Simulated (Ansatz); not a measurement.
```yaml
crystal:
  periodic: [false, false, false]
  atoms:
    - {symbol: Tc, position_ang: [0.008814, -0.104803, -0.000462]}
    - {symbol: S, position_ang: [-0.099789, 0.105074, 2.084028]}
    - {symbol: S, position_ang: [1.890703, -0.010432, -0.823262]}
    - {symbol: S, position_ang: [-0.943200, 1.823034, -0.553875]}
    - {symbol: S, position_ang: [-1.028788, -1.652198, -0.717252]}
basis:
  gaussian: {orbitals: def2-mTZVP, point_charges: [{charge: 0.50, position_ang: [6.554, -0.587, -0.745]}]}
total_charge: -1
hamiltonian: {xc: {name: B2GP-PLYP}}
scf: {omitted_lower_state_checks: [starts]}
```

```sh
$ ansatz run in.yaml --threads 2 --pin off --events-out ev --progress --plain --max-ram 4352MiB
```

Shortened log:

```
Functional definition: B2GP-PLYP
1136 factors; integrals over basis functions are off by at most 4.4e-4 eV
mean field evaluation 1: about -45500.4203 eV, gradient 6.5e1 eV
mean field evaluation 2: about -45500.8756 eV, gradient 6.5e1 eV
mean field evaluation 4: about -45508.4995 eV, gradient 2.3e1 eV
mean field evaluation 8: about -45509.6916 eV, gradient 9.3e-1 eV
mean field evaluation 16: about -45509.6973 eV, gradient 8.5e-3 eV
mean field evaluation 32: about -45509.6973 eV, gradient 5.5e-6 eV
mean field -45509.69728974 eV, -1672.4505278172 hartree, gradient 5.5e-6 eV, S^2 0.000000; 0 other end points of the search recorded, 0 dependent functions left out; unrestricted orbitals would lower it
20 core orbitals not correlated: weight in the atoms' cores, before any rotation towards them, 1.000 or more for the frozen orbitals, at most 0.000 for the correlated occupied ones
reference -45509.69741635 eV, -1672.4505324699 hartree; 20, 20 occupied and 81, 81 virtual orbitals, 1136 factors
second order -35.97510377 eV of doubles, -0.00000000 eV of singles
Total energy: -45522.64845370 eV, -1672.9264743142 hartree
Checks for a lower state left out: starts
```

Hardware: 2 threads of Arm Neoverse N1 on a shared host. Wall time 12 s.

In the def2 sets Tc takes a core potential; there is no spin–orbit coupling. Correlated methods freeze 20 core orbitals; core or outer-core shells of Tc are correlated, in sets that lack core-valence functions. The highest occupied level of an anion often lies above zero with these methods, and sets without diffuse functions describe the outer electron poorly. The restricted singlet is unstable: a solution with broken spin symmetry lies lower.
